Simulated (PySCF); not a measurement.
# input.py for ZnBr

Input:

```python
from pyscf import gto, dft

mol = gto.M(
    atom='Zn 0 0 0; Br 0 0 2.144',
    basis='6-31g',
    charge=0,
    spin=1,
    symmetry=True,
    verbose=4,
)
mf = dft.UKS(mol, xc='b3lyp5')
mf.kernel()
mf.analyze()
print('orbital energies (hartree):', [e[max(0, n-3):n+3].round(4) for e, n in zip(mf.mo_energy, mol.nelec)])
```

```bash
$ python input.py
```

The log (some set-up lines and the per-cycle HOMO/LUMO lines with their warnings removed):

```
PySCF version 2.14.0

[INPUT] verbose = 4
[INPUT] num. atoms = 2
[INPUT] num. electrons = 65
[INPUT] charge = 0
[INPUT] spin (= nelec alpha-beta = 2S) = 1
[INPUT] symmetry True subgroup None
[INPUT] Mole.unit = angstrom
[INPUT] Symbol           X                Y                Z      unit          X                Y                Z       unit  Magmom
[INPUT]  1 Zn     0.000000000000   0.000000000000   0.000000000000 AA    0.000000000000   0.000000000000   0.000000000000 Bohr   0.0
[INPUT]  2 Br     0.000000000000   0.000000000000   2.144000000000 AA    0.000000000000   0.000000000000   4.051572811067 Bohr   0.0

nuclear repulsion = 259.158615422575
point group symmetry = Coov
symmetry origin: [0.         0.         2.18161613]
symmetry axis x: [1. 0. 0.]
symmetry axis y: [0. 1. 0.]
symmetry axis z: [0. 0. 1.]
num. orbitals of irrep A1 = 22
num. orbitals of irrep E1x = 12
num. orbitals of irrep E1y = 12
num. orbitals of irrep E2x = 4
num. orbitals of irrep E2y = 4
number of shells = 22
number of NR pGTOs = 180
number of NR cGTOs = 54
basis = 6-31g
ecp = {}

******** <class 'pyscf.dft.uks_symm.SymAdaptedUKS'> ********
method = SymAdaptedUKS
initial guess = minao
damping factor = 0
level_shift factor = 0
DIIS = <class 'pyscf.scf.diis.CDIIS'>
diis_start_cycle = 1
diis_space = 8
diis_damp = 0
SCF conv_tol = 1e-09
SCF conv_tol_grad = None
SCF max_cycles = 50
direct_scf = True
direct_scf_tol = 1e-13
number electrons alpha = 33  beta = 32
XC library pyscf.dft.libxc version 7.0.0
    S. Lehtola, C. Steigemann, M. J.T. Oliveira, and M. A.L. Marques.,  SoftwareX 7, 1–5 (2018)
XC functionals = b3lyp5
    P. A. M. Dirac.,  Math. Proc. Cambridge Philos. Soc. 26, 376 (1930)
    F. Bloch.,  Z. Phys. 57, 545 (1929)
    A. D. Becke.,  Phys. Rev. A 38, 3098 (1988)
    C. Lee, W. Yang, and R. G. Parr.,  Phys. Rev. B 37, 785 (1988)
    B. Miehlich, A. Savin, H. Stoll, and H. Preuss.,  Chem. Phys. Lett. 157, 200 (1989)
    S. H. Vosko, L. Wilk, and M. Nusair.,  Can. J. Phys. 58, 1200 (1980)
radial grids:
    Treutler-Ahlrichs [JCP 102, 346 (1995); DOI:10.1063/1.469408] (M4) radial grids

becke partition: Becke, JCP 88, 2547 (1988); DOI:10.1063/1.454033
pruning grids: <function nwchem_prune>
grids dens level: 3
symmetrized grids: True
atomic radii adjust function: <function treutler_atomic_radii_adjust>
small_rho_cutoff = 0
Freeze 0 electrons in irreps []
    65 free electrons in irreps A1 E1x E1y E2x E2y
Set gradient conv threshold to 3.16228e-05
tot grids = 41064
init E= -4351.38423908367

cycle= 1 E= -4352.62535582281  delta_E= -1.24  |g|= 0.206  |ddm|= 1.04
cycle= 2 E= -4352.59673609542  delta_E= 0.0286  |g|= 0.31  |ddm|= 0.83
cycle= 3 E= -4352.65446173793  delta_E= -0.0577  |g|= 0.0191  |ddm|= 0.446
cycle= 4 E= -4352.65454839087  delta_E= -8.67e-05  |g|= 0.0116  |ddm|= 0.0239
cycle= 5 E= -4352.6545814416  delta_E= -3.31e-05  |g|= 0.00169  |ddm|= 0.0128
cycle= 6 E= -4352.65458306758  delta_E= -1.63e-06  |g|= 0.000403  |ddm|= 0.00342
cycle= 7 E= -4352.65458321965  delta_E= -1.52e-07  |g|= 2.87e-05  |ddm|= 0.00111
cycle= 8 E= -4352.65458322076  delta_E= -1.12e-09  |g|= 1.65e-05  |ddm|= 0.000101
cycle= 9 E= -4352.65458322082  delta_E= -6.09e-11  |g|= 1.42e-05  |ddm|= 2.26e-05
Extra cycle  E= -4352.65458322082  delta_E=    0  |g|= 1.24e-05  |ddm|= 9.49e-06
converged SCF energy = -4352.65458322082  <S^2> = 0.75115766  2S+1 = 2.0011573
**** SCF Summaries ****
Total Energy =                       -4352.654583220823952
Nuclear Repulsion Energy =             259.158615422574655
One-electron Energy =                -6583.141331484592229
Two-electron Energy =                 1971.328132841194019
Two-electron Coulomb Energy =         2133.800507055751495
DFT Exchange-Correlation Energy =     -162.472374214557419
**** MO energy ****
[26 lines left out]
alpha MO #27 (E1y #6), energy= -0.469349373949927 occ= 1
alpha MO #28 (E2x #2), energy= -0.463034255230331 occ= 1
alpha MO #29 (E2y #2), energy= -0.463034255230331 occ= 1
alpha MO #30 (A1 #14), energy= -0.361349161801494 occ= 1
alpha MO #31 (E1x #7), energy= -0.294494033511184 occ= 1
alpha MO #32 (E1y #7), energy= -0.294494033511184 occ= 1
alpha MO #33 (A1 #15), energy= -0.212716407299267 occ= 1
alpha MO #34 (E1x #8), energy= -0.0318344686143002 occ= 0
alpha MO #35 (E1y #8), energy= -0.0318344686143002 occ= 0
alpha MO #36 (A1 #16), energy= 0.0318196246670421 occ= 0
[18 lines left out]
[25 lines left out]
beta  MO #26 (E1x #6), energy= -0.466395102197961 occ= 1
beta  MO #27 (E1y #6), energy= -0.466395102197961 occ= 1
beta  MO #28 (E2x #2), energy= -0.459775879993743 occ= 1
beta  MO #29 (E2y #2), energy= -0.459775879993743 occ= 1
beta  MO #30 (A1 #14), energy= -0.347342104725651 occ= 1
beta  MO #31 (E1x #7), energy= -0.291644305333721 occ= 1
beta  MO #32 (E1y #7), energy= -0.291644305333721 occ= 1
beta  MO #33 (A1 #15), energy= -0.129688321916402 occ= 0
beta  MO #34 (E1x #8), energy= -0.0166789816149673 occ= 0
beta  MO #35 (E1y #8), energy= -0.0166789816149673 occ= 0
[19 lines left out]
 ** Mulliken pop alpha/beta on meta-lowdin orthogonal AOs **
 ** Mulliken pop       alpha | beta **
pop of  0 Zn 1s        1.00000 | 1.00000
pop of  0 Zn 2s        1.00000 | 0.99999
pop of  0 Zn 3s        0.99995 | 0.99992
pop of  0 Zn 4s        0.94934 | 0.26801
pop of  0 Zn 5s        0.00868 | 0.00546
pop of  0 Zn 2px       1.00000 | 1.00000
pop of  0 Zn 2py       1.00000 | 1.00000
pop of  0 Zn 2pz       1.00000 | 1.00000
pop of  0 Zn 3px       0.99997 | 0.99998
pop of  0 Zn 3py       0.99997 | 0.99998
pop of  0 Zn 3pz       0.99998 | 0.99998
pop of  0 Zn 4px       0.01603 | 0.01345
[42 lines left out]
In total            33.00000 | 32.00000
 ** Mulliken atomic charges   ( Nelec_alpha | Nelec_beta ) **
charge of  0Zn =      0.64604  (    15.06345     14.29051 )
charge of  1Br =     -0.64604  (    17.93655     17.70949 )
Dipole moment(X, Y, Z, Debye):  0.00000,  0.00000, -2.31807
orbital energies (hartree): [array([-0.2945, -0.2945, -0.2127, -0.0318, -0.0318,  0.0318]), array([-0.3473, -0.2916, -0.2916, -0.1297, -0.0167, -0.0167])]
```

In short: E(SCF) = -4352.654583 Eh, 9 cycles, ⟨S²⟩ = 0.751, μz(SCF) = -2.32 D.

Wall time 4.1 s on one thread of a shared host.

The bond length is a typed value, not an optimised one. No search for the lowest solution was made.
